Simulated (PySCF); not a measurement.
# Partial charges of `C=CC(=C)C(=C)CC#N`

Species: C8H9N.
Geometry (GFN2-xTB, Å), atoms numbered from 1 in this order:
```
atom  x, y, z in Å
C1    -1.6760   -0.3622   -1.5991
C2    -1.6347    0.4839   -0.5773
C3    -0.5820    0.5447    0.4289
C4    -0.5573    1.5238    1.3351
C5     0.4689   -0.5010    0.4207
C6     0.2016   -1.7788    0.6407
C7     1.8699   -0.0175    0.1201
C8     1.9436    0.3811   -1.2646
N9     1.9815    0.6821   -2.3664
H10   -0.9080   -1.0987   -1.7668
H11   -2.4816   -0.3396   -2.3126
H12   -2.4162    1.2231   -0.4561
H13    0.2055    1.5861    2.0933
H14   -1.3148    2.2886    1.3583
H15    0.9692   -2.5350    0.6355
H16   -0.8001   -2.1136    0.8489
H17    2.1197    0.8490    0.7393
H18    2.6021   -0.8097    0.2970
```

Density: PBE0/pcSseg-1 (PySCF); schemes: Mulliken, IAO, Hirshfeld and ESP-fitted. The structure is a single GFN2-xTB conformer in the gas phase; no vibrational or solvent corrections.

Q: Which atoms carry the lowest charge in the Mulliken, IAO, Hirshfeld and ESP-fitted schemes?

A: The schemes don't all agree: Mulliken C5 (-0.384); IAO C4 (-0.317); Hirshfeld N9 (-0.228); ESP-fitted C6 (-0.586).

Q: For which atoms does the sign change between the 4 schemes (beyond +0.03 e in one, beyond −0.03 e in another)?

A: C3 and C5. Atomic charges aren't observables, and each scheme defines them in its own way.

Q: Do the Mulliken, IAO, Hirshfeld and ESP-fitted schemes agree on where the charge is highest?

A: The schemes don't all agree: Mulliken H17 (+0.178); IAO H17 (+0.183); Hirshfeld C8 (+0.084); ESP-fitted C8 (+0.477).

Q: What partial charge does each atom carry?

A: In e:

| atom | environment | Mulliken | IAO | Hirshfeld | ESP-fitted |
| --- | --- | --- | --- | --- | --- |
| C1 | terminal =CH2 carbon | -0.097 | -0.299 | -0.088 | -0.401 |
| C2 | alkene CH carbon | -0.120 | -0.142 | -0.045 | -0.099 |
| C3 | fully substituted alkene carbon | -0.242 | +0.003 | +0.006 | +0.035 |
| C4 | terminal =CH2 carbon | -0.030 | -0.317 | -0.097 | -0.469 |
| C5 | fully substituted alkene carbon | -0.384 | +0.020 | +0.022 | +0.308 |
| C6 | terminal =CH2 carbon | -0.002 | -0.310 | -0.089 | -0.586 |
| C7 | sp3 carbon next to a nitrile | -0.079 | -0.294 | -0.040 | -0.510 |
| C8 | nitrile carbon | +0.066 | +0.144 | +0.084 | +0.477 |
| N9 | nitrile nitrogen | -0.246 | -0.246 | -0.228 | -0.493 |
| H10 | vinylic hydrogen | +0.133 | +0.155 | +0.039 | +0.202 |
| H11 | vinylic hydrogen | +0.122 | +0.159 | +0.052 | +0.175 |
| H12 | vinylic hydrogen | +0.087 | +0.149 | +0.049 | +0.145 |
| H13 | vinylic hydrogen | +0.108 | +0.148 | +0.046 | +0.185 |
| H14 | vinylic hydrogen | +0.113 | +0.154 | +0.050 | +0.196 |
| H15 | vinylic hydrogen | +0.108 | +0.151 | +0.051 | +0.226 |
| H16 | vinylic hydrogen | +0.121 | +0.163 | +0.051 | +0.218 |
| H17 | methylene hydrogen | +0.178 | +0.183 | +0.067 | +0.202 |
| H18 | methylene hydrogen | +0.163 | +0.179 | +0.070 | +0.190 |

Mean size of the charges over all atoms: ESP-fitted 0.284 e, IAO 0.179 e, Mulliken 0.133 e, Hirshfeld 0.065 e. Each set sums to the total charge, 0, to within 0.001 e. The ESP scheme is a least-squares fit of atom-centred charges to the potential on four shells outside the van der Waals surface, with the total charge fixed.

Q: How many electrons does the Mulliken scheme count on C3?

A: Z − q = 6 − (-0.242) = 6.242.

Q: Sum the charges by element, for elements with more than one atom.

A: 
| element | atoms | Mulliken | IAO | Hirshfeld | ESP-fitted |
| --- | --- | --- | --- | --- | --- |
| C | 8 | -0.889 | -1.194 | -0.248 | -1.246 |
| H | 9 | +1.135 | +1.440 | +0.476 | +1.739 |

Q: How closely do the schemes follow one another over all atoms?

A: Correlation coefficient and root-mean-square difference: IAO with ESP-fitted 0.94, 0.154 e; Hirshfeld with ESP-fitted 0.88, 0.258 e; IAO with Hirshfeld 0.87, 0.134 e; Mulliken with Hirshfeld 0.59, 0.129 e; Mulliken with IAO 0.58, 0.168 e; Mulliken with ESP-fitted 0.38, 0.302 e.
